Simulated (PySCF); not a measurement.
## HfI3: from structure and modes to constants

Computed with PySCF, UPBE0, basis Hf def2-SVP with ECP60, I def2-SVP with ECP28 (scalar-relativistic core potentials, no spin–orbit coupling, density fitting).

The doublet minimum has D3h symmetry. Masses (u): Hf 179.94655, I 126.90447.

```xyz
4
charge 0 multiplicity 2, angstrom
Hf    0.0000    0.0000    0.0000
I     2.6901    0.0000    0.0000
I    -1.3450    2.3297    0.0000
I    -1.3450   -2.3297    0.0000
```

Harmonic wavenumbers (cm⁻¹): 40.0 (a2'', ×1), 40.3 (e', ×2), 160.1 (a1', ×1), 218.6 (e', ×2).

(1) Find the principal moments of inertia and the rotational constants. What kind of rotor is it?

(2) What is the harmonic zero-point energy?

(3) Find the vibrational entropy and heat capacity at 298.15 K.

(4) Give the standard entropy (298.15 K, 1 bar) by its translational, rotational, vibrational and spin parts, and Cp.

Results:

(1) About the centre of mass I = 1377.5, 1377.5, 2755 u Å². With B = 16.8576/I this gives 0.01224, 0.01224, 0.006119 cm⁻¹. The molecule is an oblate symmetric top.

(2) Half the sum of all 6 wavenumbers, 718/2 = 359 cm⁻¹, which is 4.3 kJ/mol (1 cm⁻¹ = 0.0119627 kJ/mol).

(3) With u = 1.43878 ω/T, each mode gives S = R[u/(eᵘ−1) − ln(1−e⁻ᵘ)] and C = R u² eᵘ/(eᵘ−1)².
```csv
ω (cm⁻¹),u,S (J/(mol K)),C (J/(mol K))
40.0,0.193,22.01,8.29
40.3 (×2),0.195,21.94,8.29
160.1,0.773,10.66,7.91
218.6 (×2),1.055,8.25,7.58
```
The sums over all modes are S = 93.0 and C = 47.9 J/(mol K); the softest mode gives 24 % of the entropy (each member, where degenerate).

(4) Sackur–Tetrode with M = 560.66 u gives 187.8; rotation with symmetry number 6 gives 126.7; vibration 93.0; spin R ln 2 = 5.8. The total is 413.2 J/(mol K), and Cp = 4 R + 47.9 = 81.2 J/(mol K).

Other isomers or separated fragments may lie lower. Open d and f shells are described by one determinant, and the ground state may have another occupation or spin. With an element this heavy the missing spin–orbit coupling can shift these numbers.
